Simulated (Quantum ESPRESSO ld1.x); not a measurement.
Values are calculated unless marked as measured or tabulated.
Species: the lead ion Pb32+. Configuration: [Kr] 4d10 4f4. Level of theory: Dirac Kohn-Sham, PBE, spin-unpolarised, spherical densities, point nucleus; open shells fill j = l - 1/2 first (ld1.x of Quantum ESPRESSO 7.5).

Normalised radial functions P(r) = r R(r) (large component), r in bohr:

r            4p1/2    5s1/2
0.000612    0.0184   0.0914
0.0006956   0.0208   0.1004
0.0007906   0.0234   0.1102
0.0008986   0.0265   0.1209
0.001029    0.0303   0.1330
0.00117     0.0344   0.1453
0.00133     0.0392   0.1585
0.001511    0.0447   0.1724
0.001718    0.0511   0.1871
0.001952    0.0586   0.2024
0.002219    0.0674   0.2182
0.002522    0.0776   0.2343
0.002889    0.0905   0.2513
0.003284    0.1046   0.2670
0.003732    0.1213   0.2818
0.004242    0.1407   0.2950
0.004821    0.1634   0.3061
0.00548     0.1898   0.3140
0.006228    0.2204   0.3178
0.007078    0.2556   0.3163
0.00811     0.2986   0.3073
0.009217    0.3446   0.2905
0.01048     0.3961   0.2641
0.01191     0.4527   0.2268
0.01353     0.5136   0.1777
0.01538     0.5775   0.1161
0.01748     0.6421   0.0423
0.01987     0.7038  -0.0423
0.02276     0.7611  -0.1409
0.02587     0.8005  -0.2370
0.0294      0.8181  -0.3293
0.03342     0.8051  -0.4091
0.03798     0.7522  -0.4658
0.04317     0.6507  -0.4879
0.04906     0.4944  -0.4644
0.05576     0.2816  -0.3874
0.06388    -0.0001  -0.2438
0.07261    -0.3014  -0.0570
0.08252    -0.6105   0.1624
0.09379    -0.8895   0.3851
0.1066     -1.0924   0.5718
0.1212     -1.1718   0.6786
0.1377     -1.0882   0.6661
0.1565     -0.8220   0.5119
0.1793     -0.3520   0.2008
0.2038      0.2161  -0.1830
0.2316      0.8233  -0.5723
0.2632      1.3704  -0.8643
0.2992      1.7636  -0.9620
0.34        1.9390  -0.8056
0.3865      1.8826  -0.4008
0.4392      1.6336   0.1723
0.5032      1.2455   0.8119
0.5719      0.8584   1.2830
0.65        0.5242   1.5129
0.7388      0.2807   1.4710
0.8397      0.1299   1.2130
0.9544      0.0510   0.8525
1.085       0.0166   0.5081
1.233       0.0044   0.2543
1.412       0.0008   0.0989
1.605       0.0001   0.0327
1.824       0.0000   0.0086
2.074       0.0000   0.0017

4p1/2: eigenvalue -1802.1 eV, 2 radial nodes at r = 0.0639, 0.195 bohr, <r> = 0.366 bohr, 90 % of the charge inside 0.527 bohr. 5s1/2 (empty): eigenvalue -996.72 eV, 4 radial nodes at r = 0.0187, 0.0752, 0.192, 0.424 bohr, <r> = 0.675 bohr, 90 % of the charge inside 0.938 bohr.
